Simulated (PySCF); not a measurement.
B(Cl)(OMe)(SH) (CH4BClOS), SMILES O(C)B(Cl)S.

Coordinates come from a PBE-D3(BJ)/def2-SVP optimisation. The structure was generated by enumeration, and PubChem lists no compound with its InChIKey, so it may never have been made. The values are those of a single conformer.

Calculation: PBE-D3(BJ)/def2-SVP in PySCF.

Frequencies are harmonic and unscaled.

Computed harmonic wavenumbers and intensities:
| mode | ν (cm⁻¹) | IR (km/mol) | Raman (Å⁴/amu) | depolarisation | moving atoms (share of kinetic energy) |
|---|---|---|---|---|---|
| 1 | 70 | 0.0 | 0.2 | 0.75 | H 98 % |
| 2 | 151 | 6.4 | 0.3 | 0.75 | O 45 %, H 23 %, C 19 % |
| 3 | 183 | 3.4 | 0.8 | 0.72 | C 38 %, S 32 %, H 21 % |
| 4 | 247 | 1.1 | 2.5 | 0.53 | Cl 34 %, S 31 %, O 14 %, B 9 % |
| 5 | 344 | 18.6 | 4.9 | 0.75 | H 90 % |
| 6 | 378 | 5.1 | 2.6 | 0.32 | Cl 34 %, O 31 %, C 20 %, H 11 % |
| 7 | 498 | 4.8 | 1.5 | 0.75 | B 81 %, O 13 % |
| 8 | 513 | 6.8 | 7.0 | 0.12 | S 37 %, O 30 %, Cl 18 % |
| 9 | 752 | 18.6 | 8.5 | 0.60 | H 83 % |
| 10 | 988 | 310.1 | 0.5 | 0.71 | B 74 % |
| 11 | 1024 | 2.0 | 3.7 | 0.48 | C 38 %, O 28 %, B 22 %, H 10 % |
| 12 | 1129 | 0.1 | 2.1 | 0.75 | H 76 %, C 19 % |
| 13 | 1151 | 9.3 | 3.2 | 0.74 | H 72 %, C 20 % |
| 14 | 1332 | 393.7 | 6.8 | 0.12 | B 36 %, O 27 %, H 25 %, C 12 % |
| 15 | 1416 | 15.0 | 13.5 | 0.75 | H 96 % |
| 16 | 1421 | 10.0 | 18.8 | 0.75 | H 97 % |
| 17 | 1449 | 106.3 | 4.4 | 0.74 | H 64 %, B 16 %, O 16 % |
| 18 | 2644 | 0.4 | 120.1 | 0.29 | H 97 % |
| 19 | 2949 | 35.3 | 139.6 | 0.01 | H 97 % |
| 20 | 3031 | 18.6 | 53.3 | 0.75 | H 90 %, C 10 % |
| 21 | 3079 | 14.9 | 102.9 | 0.58 | H 90 %, C 10 % |
